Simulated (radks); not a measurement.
Question: These are the eigenvalues of the occupied orbitals of an atom or ion with whole-number occupations (eV). Method: non-relativistic Kohn-Sham, LDA (Slater exchange, Perdew-Wang correlation), spin-unpolarised, spherical densities, point nucleus; computed with a radial shooting solver on a logarithmic mesh with Libxc functionals.

orbital  eigenvalue
1s        -30970.06
2s        -6106.096
2p        -5853.626
3s        -2314.103
3p        -2220.549

Which element is it, and in what charge state? The configuration may be excited.

Answer: Z = 51, antimony, charge +34: Sb34+ in [Ne] 3s2 3p5. The list shows which subshells hold electrons but not how many an open one holds; the 1s level, -1138.1 hartree, gives Z - s = 47.7 by -(Z - s)^2/2, which with screening narrows Z to a few neighbours, and the depths of the outer levels then fix element, charge and occupations together.
